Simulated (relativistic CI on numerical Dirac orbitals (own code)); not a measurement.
# Energy levels of As32+

Method of calculation: Dirac equation for one electron, model QED (radiative potential, 1s self-energy scaled to tabulated hydrogen-like ionisation energies) (own radial code, finite nucleus).

Configuration list: 1s, 2s, 2p, 3s, 3p, 3d, 4s, 4p, 4d, 4f, 5s, 5p, 5d, 5f, 5g, 6s, 6p, 6d. Levels of other configurations are missing.

The lowest level is 1s 2S_1/2, with 100 % of that term; Hund's rules for 1s give 2S with J = 1/2, in agreement.

```tsv
No.	Configuration	Term	J	E (eV)	%	Landé g
1	1s	2S	1/2	0.0	100	1.963
2	2p	2P°	1/2	11255.6	100	0.656
3	2s	2S	1/2	11256.9	100	1.992
4	2p	2P°	3/2	11311.4	100	1.326
5	3p	2P°	1/2	13358.1	100	0.662
6	3s	2S	1/2	13358.5	100	1.998
7	3d	2D	3/2	13374.6	100	0.796
8	3p	2P°	3/2	13374.7	100	1.331
9	3d	2D	5/2	13380.0	100	1.197
10	4p	2P°	1/2	14091.7	100	0.663
11	4s	2S	1/2	14091.9	100	2.000
12	4d	2D	3/2	14098.7	100	0.798
13	4p	2P°	3/2	14098.7	100	1.332
14	4f	2F°	5/2	14100.9	100	0.855
15	4d	2D	5/2	14100.9	100	1.199
16	4f	2F°	7/2	14102.1	100	1.141
17	5p	2P°	1/2	14430.3	100	0.664
18	5s	2S	1/2	14430.4	100	2.001
19	5d	2D	3/2	14433.8	100	0.798
20	5p	2P°	3/2	14433.9	100	1.333
21	5f	2F°	5/2	14435.0	100	0.856
22	5d	2D	5/2	14435.0	100	1.199
23	5g	2G	7/2	14435.6	100	0.887
24	5f	2F°	7/2	14435.6	100	1.142
25	5g	2G	9/2	14435.9	100	1.110
26	6p	2P°	1/2	14613.8	100	0.665
27	6s	2S	1/2	14613.8	100	2.001
28	6d	2D	3/2	14615.9	100	0.799
29	6p	2P°	3/2	14615.9	100	1.333
30	6d	2D	5/2	14616.5	100	1.200
```

Energies count from the lowest computed level; ° marks odd parity.
